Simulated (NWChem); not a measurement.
System: C₄H₅Cl; SMILES C=C/C=C/Cl

```xyz
10

C      0.3455    -2.9876     0.0000
C     -0.3746    -1.8558     0.0000
C      0.2092    -0.5226     0.0000
C     -0.5327     0.5924     0.0000
Cl     0.1527     2.1965     0.0000
H      1.4329    -2.9720     0.0000
H     -0.1290    -3.9639     0.0000
H     -1.4628    -1.9129     0.0000
H      1.2947    -0.4461     0.0000
H     -1.6172     0.5960     0.0000
```
Atoms are numbered in this order, from 1.

Geometry: optimised at B3LYP/6-31G* (spherical d).

Symmetry labels are those of Cs in the frame above (b1 and b2, or b-type labels, depend on it).

### Question
List the 4 lowest vertical singlet excitations from BHandHLYP/def2-SVP, full TDDFT (NWChem).

### Answer
```json
[
 {"state": "S1", "energy (eV)": "5.85", "oscillator strength": "0.827", "symmetry": "a'", "leading excitation (squared amplitude)": "HOMO → LUMO (1.00)"},
 {"state": "S2", "energy (eV)": "7.03", "oscillator strength": "0.001", "symmetry": "a\"", "leading excitation (squared amplitude)": "HOMO → LUMO+1 (0.82)"},
 {"state": "S3", "energy (eV)": "7.31", "oscillator strength": "0.000", "symmetry": "a\"", "leading excitation (squared amplitude)": "HOMO−1 → LUMO (0.93)"},
 {"state": "S4", "energy (eV)": "7.70", "oscillator strength": "0.000", "symmetry": "a\"", "leading excitation (squared amplitude)": "HOMO → LUMO+2 (0.89)"}
]
```
